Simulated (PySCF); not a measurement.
# Assignment exercise: C₇H₈N₂

Structure with atom numbers: `[N:1]#[C:2][C:3]1=[N:4][C@@H:5]1[CH:6]1[CH2:7][CH2:8][CH2:9]1` (H(Xn): hydrogen on atom n). Ha(C7), Ha(C8), Ha(C9) are cis to C5 on the ring; Hb(C7), Hb(C8), Hb(C9) are trans to C5 on the ring.

PySCF 2.14.0 with density-fitted response routines calculation with structure optimised with GFN2-xTB and shieldings: GIAO PBE0/pcSseg-1; relativity neglected, isolated molecule, a single conformation.

Referencing at the same level of theory: 13C, 1H against TMS.

Q: Assign these signals to the numbered atoms. 13C{1H} NMR (computed): δ 179.2 (C), 115.4 (C), 46.8 (CH), 34.7 (CH), 25.1 (CH2), 22.8 (CH2), 16.9 (CH2).

A: 
```tsv
δ (ppm)	atoms	environment	reason
179.2	C3	C=N carbon	–
115.4	C2	nitrile carbon	C≡N carbons fall here, among the sp2 signals but without a proton
46.8	C5	three-membered-ring carbon	pulled downfield by the heteroatom
34.7	C6	sp3 CH in a ring	a saturated carbon with 3 carbon neighbours and no heteroatom attached
25.1	C9	sp3 CH2 in a ring	aliphatic region, no heteroatom directly attached
22.8	C7	sp3 CH2 in a ring	–
16.9	C8	sp3 CH2 in a ring	–
```

Q: Assign these signals to the numbered atoms. 1H NMR (600 MHz, computed): δ 3.08 (m, 1H), 2.29 (m, 1H), 2.28 (m, 1H), 2.09 (m, 1H), 1.90 (m, 1H), 1.85 (m, 1H), 1.56 (m, 1H), 1.10 (m, 1H).

A: 
| δ (ppm) | atoms | environment | reason |
| --- | --- | --- | --- |
| 3.08 | H(C6) | hydrogen on an sp3 CH in a ring | – |
| 2.29 | H(C5) | hydrogen on a three-membered-ring carbon | its carbon carries N, which withdraws density |
| 2.28 | Hb(C9) | hydrogen on an sp3 CH2 in a ring | – |
| 2.09 | Hb(C8) | hydrogen on an sp3 CH2 in a ring | – |
| 1.90 | Ha(C8) | hydrogen on an sp3 CH2 in a ring | far from electronegative atoms and π systems |
| 1.85 | Ha(C9) | hydrogen on an sp3 CH2 in a ring | – |
| 1.56 | Hb(C7) | hydrogen on an sp3 CH2 in a ring | – |
| 1.10 | Ha(C7) | hydrogen on an sp3 CH2 in a ring | – |

H(C5) and Hb(C9); Ha(C8) and Ha(C9) lie closer than the usual error of such a calculation, so a measured spectrum could show them in the other order.

Shifts are as computed. Against solution values, carbons near 30 ppm lie about +3 ppm off and those near 130 ppm about +5 ppm. Of 1211 compounds with measured shifts, 218 miss one by over three times the rms of a fit or turn the order of signals round; such compounds aren't used in these exercises. Multiplicities follow the n + 1 count of equivalent neighbours, as no J values were calculated; m marks all less simple cases, F and P coupling included.
